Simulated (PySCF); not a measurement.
Species: C2H5ClOSi.
SMILES: `C=CO[SiH2]Cl`

Torsions of this conformer, `[CH2:1]=[CH:2][O:3][SiH2:4][Cl:5]`: C1–C2–O3–Si4 19°, C2–O3–Si4–Cl5 -72°.

The closed-shell ground state was solved at several levels (PySCF, density fitting, gas phase, non-relativistic). Geometry: PBE0-D3(BJ)/def2-SVP, one conformer, isolated molecule.

```json
{"level": "LDA/pcSseg-2", "basis functions": "264", "total energy (Eh)": "-900.3954", "HOMO (eV)": "-6.31", "LUMO (eV)": "-1.26", "gap (eV)": "5.05", "dipole (D)": "1.24"}
{"level": "PBE0/6-311+G(2d,p)", "basis functions": "181", "total energy (Eh)": "-903.8102", "HOMO (eV)": "-7.25", "LUMO (eV)": "-0.19", "gap (eV)": "7.06", "dipole (D)": "1.19"}
{"level": "PBE0/IGLO-III", "basis functions": "243", "total energy (Eh)": "-903.8254", "HOMO (eV)": "-7.21", "LUMO (eV)": "0.10", "gap (eV)": "7.31", "dipole (D)": "1.03"}
{"level": "PBE0/pcSseg-0", "basis functions": "63", "total energy (Eh)": "-902.4988", "HOMO (eV)": "-7.36", "LUMO (eV)": "0.09", "gap (eV)": "7.45", "dipole (D)": "2.14"}
{"level": "KT3/pcSseg-2", "basis functions": "264", "total energy (Eh)": "-911.9494", "HOMO (eV)": "-6.10", "LUMO (eV)": "-0.95", "gap (eV)": "5.15", "dipole (D)": "1.21"}
{"level": "BLYP/pcSseg-2", "basis functions": "264", "total energy (Eh)": "-904.2515", "HOMO (eV)": "-5.96", "LUMO (eV)": "-0.87", "gap (eV)": "5.09", "dipole (D)": "1.19"}
{"level": "PBE0/6-31G*", "basis functions": "88", "total energy (Eh)": "-903.6944", "HOMO (eV)": "-7.01", "LUMO (eV)": "0.32", "gap (eV)": "7.33", "dipole (D)": "1.57"}
{"level": "PBE0/def2-SVP", "basis functions": "103", "total energy (Eh)": "-903.3893", "HOMO (eV)": "-7.16", "LUMO (eV)": "0.35", "gap (eV)": "7.51", "dipole (D)": "1.22"}
{"level": "PBE0/STO-3G", "basis functions": "38", "total energy (Eh)": "-893.4038", "HOMO (eV)": "-4.49", "LUMO (eV)": "3.72", "gap (eV)": "8.21", "dipole (D)": "2.56"}
{"level": "PBE0/def2-TZVP", "basis functions": "197", "total energy (Eh)": "-903.8306", "HOMO (eV)": "-7.23", "LUMO (eV)": "0.07", "gap (eV)": "7.30", "dipole (D)": "1.14"}
```

Task: Estimate the row for PBE0/cc-pVTZ, a basis of 228 functions; the other rows only guide the guess.

Result: Total energy -903.8321 Eh, HOMO -7.20 eV, LUMO 0.13 eV, gap 7.33 eV, dipole 1.19 D.

Task: Over all these levels, which gives the widest orbital gap and which the narrowest?

Result: PBE0/STO-3G (global hybrid, 25 % exact exchange) has the widest, 8.21 eV, and LDA/pcSseg-2 (LDA) the narrowest, 5.05 eV. Functional and basis both differ between the two, so the spread mixes both effects.

Task: How much does the basis alone move the frontier levels among the 8 PBE0 rows (the withheld one included)?

Result: The HOMO by 2.87 eV and the LUMO by 3.91 eV. By rising basis size (HOMO, LUMO in eV): STO-3G -4.49, 3.72; pcSseg-0 -7.36, 0.09; 6-31G* -7.01, 0.32; def2-SVP -7.16, 0.35; 6-311+G(2d,p) -7.25, -0.19; def2-TZVP -7.23, 0.07; cc-pVTZ -7.20, 0.13; IGLO-III -7.21, 0.10.

Task: How far do the dipole and the HOMO energy spread over the levels?

Result: The dipole runs from 1.03 to 2.56 D (mean 1.43 D) and the HOMO from -7.36 to -4.49 eV.
